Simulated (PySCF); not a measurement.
## F²⁺ (fluorine, charge +2) across methods

[He] 2s2 2p3, high-spin 4S determinant. Calculation: PySCF 2.14, in aug-cc-pVQZ-DK; scalar relativity by spin-free X2C-1e.

```csv
method,E (hartree),mean ε 2s α (eV),mean ε 2s β (eV),mean ε 2p α (eV),Σ⟨r²⟩ (bohr²),⟨S²⟩
PBE0,-97.8318,-75.067,-65.655,-54.809,5.016,3.752
CAM-B3LYP,-97.8838,-76.081,-67.521,-56.197,5.037,3.752
LDA,-97.2424,-69.965,-63.163,-51.600,5.061,3.751
HSE06,-97.8398,-74.618,-65.227,-54.369,5.017,3.752
UHF,-97.69959,-88.218,-70.833,-63.876,4.979,3.754
BHandHLYP,-97.9070,-79.383,-68.231,-57.888,5.004,3.752
PBE,-97.8120,-70.445,-63.293,-51.555,5.041,3.751
MN15,-97.8591,-73.751,-66.851,-55.399,5.031,3.750
```

Q: Estimate the same row for r2SCAN.

A: E (hartree) = -97.8849; mean ε 2s α (eV) = -72.907; mean ε 2s β (eV) = -63.476; mean ε 2p α (eV) = -52.804; Σ⟨r²⟩ (bohr²) = 4.999; ⟨S²⟩ = 3.752.
